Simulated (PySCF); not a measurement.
## Ho³⁺: ionisation energy

Ho³⁺ [Xe] 4f10 [4f5/2^6 4f7/2^4, M_J = 8] → Ho⁴⁺ [Xe] 4f9 [4f5/2^6 4f7/2^3, M_J = 15/2], as a difference of total energies. Calculation: PySCF 2.14, in x2c-TZVPall-2c; the two-component X2C-1e Hamiltonian. Correlated levels: [Ar] 3d10 frozen; the 18 highest virtual spinors dropped. "Screened" scales the spin-orbit matrix elements by Boettger's factors to mimic the two-electron term; Breit and QED terms are absent.

```json
{"method": "GHF (spin-free)", "ionisation energy (eV)": "38.884"}
{"method": "GMP2 (spin-free)", "ionisation energy (eV)": "42.044"}
{"method": "GHF (screened spin-orbit)", "ionisation energy (eV)": "38.857"}
{"method": "GMP2 (screened spin-orbit)", "ionisation energy (eV)": "42.014"}
```

How much does correlation contribute at GMP2 (screened spin-orbit)?

42.014 − (38.857) = 3.157 eV, measured against GHF (screened spin-orbit).

The spin-free rows relax to the high-spin LS determinant and lack the spin-orbit shift.

The labels give the starting determinants; with spin-orbit coupling the two ends relaxed to ⟨J²⟩ = 72.01, ⟨L²⟩ = 42.86, ⟨S²⟩ = 5.87 and ⟨J²⟩ = 63.77, ⟨L²⟩ = 30.77, ⟨S²⟩ = 8.55.

For comparison: 42.52 ± 0.08 eV (semi-empirical (NIST evaluation); NIST Atomic Spectra Database, ionization energies).
